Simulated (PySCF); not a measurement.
VOCl, SMILES [O]=[V][Cl] (connectivity only; charge and spin as stated), neutral, multiplicity 3.

The structure is a stationary point at B3LYP-D3(BJ)/def2-TZVP. The spin state was assumed, not searched.

Two levels are set side by side: PBE/def2-TZVPD (PySCF) and M06-2X/def2-TZVPD (PySCF). Same geometry, gas phase. Differences are taken from unrounded values.

| quantity | M06-2X | PBE | PBE minus M06-2X |
|---|---|---|---|
| α-spin orbital gap (eV) | 6.87 | 0.54 | -6.32 |
| β-spin orbital gap (eV) | 6.28 | 4.11 | -2.17 |
| dipole moment (D) | 3.43 | 3.11 | -0.32 |
| mean polarisability (bohr³) | 44.8 | 53.8 | 8.9 |

PBE's more diffuse valence density responds more strongly to a field. Differences between two approximate levels are no errors against the true value.

Rough cost on one machine, each run with all the roots and properties that it gave: M06-2X against PBE about 3 times.
